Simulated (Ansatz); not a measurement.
`C[N](C)[InH][F]` + H₂O → `C[N](C)[InH][OH]` + H–F  (formal hydrolysis of the In–F bond)

Gas-phase electronic energies from Ansatz, PBE0-D4/def2-TZVP geometries. CBS: MP2 limit from def2 TZ/QZ plus the TZ coupled-cluster correction, frozen cores. This one scheme is used for every species. Functionals use def2-TZVPP. def2 core potentials past Kr. For In outer-core shells are correlated without core-valence functions, which leaves a few kJ/mol of doubt a bond. Each species was taken in one conformer, which may not be the lowest.

| level | ΔE (kJ/mol) |
| --- | --- |
| B97M-V | 47.1 |
| PBE0-D4 | 41.1 |
| ωB97X-V | 44.4 |
| revPBE | 44.9 |

What does CCSD(T)/CBS give? (Estimate.)

The calculation gave: +37.1 kJ/mol. The listed levels differ from it by 10.0, 4.0, 7.3, 7.8 kJ/mol.

Largest T1 diagnostic among the species: 0.016.

Leaving LDA and LC-ωPBE aside and taking each functional with its dispersion term where it has one, the values, not all of them listed here, spread over 8.6 kJ/mol, from PBE-QIDH to B97M-V. LDA lies −6.4 kJ/mol from PBE without D4. At CCSD(T), def2-SVP lies +8.8 kJ/mol from the extrapolated value and def2-TZVPP −1.8 kJ/mol. In def2-TZVPP, CCSD(T) changes the Hartree–Fock value by −15.4 kJ/mol (the triples alone add −1.9 kJ/mol) and MP2 by −18.9 kJ/mol.

CCSD(T)/CBS has its own doubt, a few kJ/mol and more with outer-core shells, so smaller differences from it don't rank the levels.
